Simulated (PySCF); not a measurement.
C₈H₈O, SMILES Oc1ccccc1C=C, GFN2-xTB optimised geometry.

```
17

C      2.50    -1.79     0.00
C      1.18    -1.79     0.00
C      0.28    -0.65     0.00
C     -1.10    -0.89     0.05
C     -2.03     0.12     0.06
C     -1.61     1.44     0.02
C     -0.25     1.72    -0.04
C      0.69     0.70    -0.04
O      2.02     1.01    -0.10
H      3.05    -2.72     0.00
H      3.08    -0.89     0.00
H      0.66    -2.74     0.01
H     -1.43    -1.92     0.08
H     -3.08    -0.11     0.10
H     -2.32     2.25     0.02
H      0.09     2.74    -0.07
H      2.12     1.97    -0.13
```

Density from PySCF 2.14.0 with B3LYP/def2-SVP at that geometry.

Minimum of the electron density along straight lines between bonded atoms, close to the bond critical point (lines longer than 1.1 times the sum of covalent radii, or with two minima, are not listed):

```json
[
 {"bond": "C1–C2", "length / Å": "1.328", "ρ at the minimum / e bohr⁻³": "0.344", "∇²ρ there / e bohr⁻⁵": "-0.94", "position (fraction from the first atom)": "0.50"},
 {"bond": "C2–C3", "length / Å": "1.457", "ρ at the minimum / e bohr⁻³": "0.276", "∇²ρ there / e bohr⁻⁵": "-0.67", "position (fraction from the first atom)": "0.50"},
 {"bond": "C3–C4", "length / Å": "1.397", "ρ at the minimum / e bohr⁻³": "0.308", "∇²ρ there / e bohr⁻⁵": "-0.78", "position (fraction from the first atom)": "0.50"},
 {"bond": "C4–C5", "length / Å": "1.380", "ρ at the minimum / e bohr⁻³": "0.316", "∇²ρ there / e bohr⁻⁵": "-0.82", "position (fraction from the first atom)": "0.50"},
 {"bond": "C5–C6", "length / Å": "1.384", "ρ at the minimum / e bohr⁻³": "0.314", "∇²ρ there / e bohr⁻⁵": "-0.81", "position (fraction from the first atom)": "0.50"},
 {"bond": "C6–C7", "length / Å": "1.382", "ρ at the minimum / e bohr⁻³": "0.314", "∇²ρ there / e bohr⁻⁵": "-0.81", "position (fraction from the first atom)": "0.50"},
 {"bond": "C3–C8", "length / Å": "1.407", "ρ at the minimum / e bohr⁻³": "0.304", "∇²ρ there / e bohr⁻⁵": "-0.77", "position (fraction from the first atom)": "0.48"},
 {"bond": "C7–C8", "length / Å": "1.390", "ρ at the minimum / e bohr⁻³": "0.314", "∇²ρ there / e bohr⁻⁵": "-0.81", "position (fraction from the first atom)": "0.48"},
 {"bond": "C8–O9", "length / Å": "1.361", "ρ at the minimum / e bohr⁻³": "0.285", "∇²ρ there / e bohr⁻⁵": "-0.31", "position (fraction from the first atom)": "0.33"},
 {"bond": "C1–H10", "length / Å": "1.078", "ρ at the minimum / e bohr⁻³": "0.283", "∇²ρ there / e bohr⁻⁵": "-1.08", "position (fraction from the first atom)": "0.63"},
 {"bond": "C1–H11", "length / Å": "1.074", "ρ at the minimum / e bohr⁻³": "0.289", "∇²ρ there / e bohr⁻⁵": "-1.15", "position (fraction from the first atom)": "0.65"},
 {"bond": "C2–H12", "length / Å": "1.084", "ρ at the minimum / e bohr⁻³": "0.282", "∇²ρ there / e bohr⁻⁵": "-1.06", "position (fraction from the first atom)": "0.63"},
 {"bond": "C4–H13", "length / Å": "1.081", "ρ at the minimum / e bohr⁻³": "0.284", "∇²ρ there / e bohr⁻⁵": "-1.08", "position (fraction from the first atom)": "0.63"},
 {"bond": "C5–H14", "length / Å": "1.079", "ρ at the minimum / e bohr⁻³": "0.283", "∇²ρ there / e bohr⁻⁵": "-1.07", "position (fraction from the first atom)": "0.63"},
 {"bond": "C6–H15", "length / Å": "1.080", "ρ at the minimum / e bohr⁻³": "0.284", "∇²ρ there / e bohr⁻⁵": "-1.08", "position (fraction from the first atom)": "0.63"},
 {"bond": "C7–H16", "length / Å": "1.083", "ρ at the minimum / e bohr⁻³": "0.279", "∇²ρ there / e bohr⁻⁵": "-1.02", "position (fraction from the first atom)": "0.62"},
 {"bond": "O9–H17", "length / Å": "0.966", "ρ at the minimum / e bohr⁻³": "0.355", "∇²ρ there / e bohr⁻⁵": "-2.27", "position (fraction from the first atom)": "0.81"}
]
```
